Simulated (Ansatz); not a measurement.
`B[Se]C` and `C[Se][AsH2]` differ in one atom or group.

Ansatz, PBE0-D4/def2-TZVP geometries, multiplicity 1. 

Scalar relativity is left out up to krypton.

```csv
property,`B[Se]C`
size of the dipole moment (B3LYP/def2-TZVPP) / D,1.59
"ideal-gas entropy at 298 K and 1 bar (rigid rotor, harmonic PBE0-D4/def2-TZVP) / J/(mol·K)",302
size of the dipole moment (PBE/def2-TZVPP) / D,1.68
size of the dipole moment (ωB97M-V/def2-TZVPP) / D,1.54
HOMO energy (PBE/def2-TZVPP) / eV,-6.40
HOMO–LUMO gap (B3LYP/def2-TZVPP) / eV,5.79
```

Question: Give the same properties after the change, and the shifts. (An estimate is asked.)

Answer: The calculation gave: 
```json
{"property": "size of the dipole moment (B3LYP/def2-TZVPP) / D", "`C[Se][AsH2]`": "1.03", "shift": "-0.56"}
{"property": "ideal-gas entropy at 298 K and 1 bar (rigid rotor, harmonic PBE0-D4/def2-TZVP) / J/(mol·K)", "`C[Se][AsH2]`": "339", "shift": "37"}
{"property": "size of the dipole moment (PBE/def2-TZVPP) / D", "`C[Se][AsH2]`": "0.98", "shift": "-0.70"}
{"property": "size of the dipole moment (ωB97M-V/def2-TZVPP) / D", "`C[Se][AsH2]`": "1.02", "shift": "-0.52"}
{"property": "HOMO energy (PBE/def2-TZVPP) / eV", "`C[Se][AsH2]`": "-5.29", "shift": "1.11"}
{"property": "HOMO–LUMO gap (B3LYP/def2-TZVPP) / eV", "`C[Se][AsH2]`": "5.23", "shift": "-0.56"}
```

With PBE0 the HOMO rises by 0.98 eV and the LUMO rises by 0.47 eV, so the gap narrows by about 0.51 eV. PBE moves the HOMO by 1.11 eV and ωB97M-V by 0.95 eV. Dipoles are sizes alone; their direction can turn.

B3LYP here is the variant with VWN-RPA as its local correlation; programs differ in this.

Spin–orbit coupling is left out; it splits and shifts lone-pair levels of the heavy atoms by tenths of an eV.
